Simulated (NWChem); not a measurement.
## Basis-set dependence for trisilylamine (H9NSi3)

```xyz
13

Si    -0.4883    -1.6948     0.0000
N      0.0667    -0.0180     0.0000
Si     0.2341     0.8501     1.5289
Si     0.2341     0.8501    -1.5289
H      0.0253    -2.3770     1.2218
H     -1.9795    -1.8057     0.0000
H      0.0253    -2.3770    -1.2218
H      0.6898    -0.1014     2.5819
H      1.2330     1.9433     1.3601
H     -1.0514     1.4631     1.9848
H     -1.0514     1.4631    -1.9848
H      1.2330     1.9433    -1.3601
H      0.6898    -0.1014    -2.5819
```
Charge 0, spin multiplicity 1.

Everything below was run with NWChem. The geometry was optimised at B3LYP/def2-SVP, held to Cs symmetry and with no frequency check, so it may be a saddle point.

Hartree-Fock energies in Ha, correlation energies in mHa.

The correlated methods keep 16 core orbitals frozen.

| basis | functions | RHF | MP2 | SCS-MP2 |
|---|---|---|---|---|
| STO-3G | 41 | -915.83196 | -176.7 | -195.8 |
| cc-pVDZ | 113 | -926.53008 | -482.2 | -500.3 |

From STO-3G to cc-pVDZ the Hartree-Fock energy moves by -10698.1 mHa and the MP2 correlation energy by -305.5 mHa, which is 63 % of its value in the larger set.
